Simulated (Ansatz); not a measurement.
Si₃Te, relaxed as a singlet with RKS PBE-D4/def2-SVP in Ansatz, starting from the GFN1-xTB geometry. Force threshold 0.02 eV/Å.

In the def2 sets Te takes a core potential; there is no spin–orbit coupling. The restricted singlet is unstable towards broken spin symmetry in Hartree–Fock (as tested in another run); at PBE-D4/def2-SVP this wasn't settled. Another isomer (singlet) lies 0.02 eV lower at PBE0-D4/def2-TZVP; other spin states weren't run for this one.

Start:

```xyz
4

Si   -1.1066   -0.8721    1.1195
Si    1.1606    0.9147   -1.1742
Si   -0.0870   -0.0686    0.0881
Te    0.0330    0.0260   -0.0334
```

**Question.** Estimate the energy that the relaxation releases and the steps that it takes.

**Answer.** 1258250.0 kJ/mol, in 35 steps; 26 s on 4 threads of Arm Neoverse V1 on a shared host. No frequencies were taken in this run, so the end may be a saddle point.

**Question.** Does the start keep its bonding and symmetry?

**Answer.** By distances, no bond broke or formed. The bond that changes most is Si3–Te4, from 0.20 to 2.85 Å (atoms count from 1). Point group C∞v at the start, Cs at the end, both within 0.05 Å.

**Question.** Predict the relaxed structure.

**Answer.** 
```xyz
4

Si   -1.196   -1.078    0.532
Si    0.368    0.854   -1.418
Si   -0.522    1.152    0.723
Te    1.350   -0.928    0.163
```
Bond lengths: 3 × Si–Te 2.58 to 2.85 Å; 2 × Si–Si 2.34 Å.
